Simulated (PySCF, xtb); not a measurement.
CH5FO2Si2, SMILES O=CO[Si@@H](F)[SiH3].

GFN2-xTB in xtb at its own geometry gives an orbital gap of 3.50 eV and a dipole moment of 1.32 D.

Geometry optimised at B3LYP-D3(BJ)/def2-SVP. The structure was generated by enumeration; whether it is a known compound was not checked. One conformer was computed; it need not be the lowest.

Q: What does PySCF with B3LYP/def2-TZVP give? (The exact figures need the calculation; the answer reports its results.)

A: gap 7.14 eV (levels -8.29 and -1.16 eV), dipole 1.70 D.
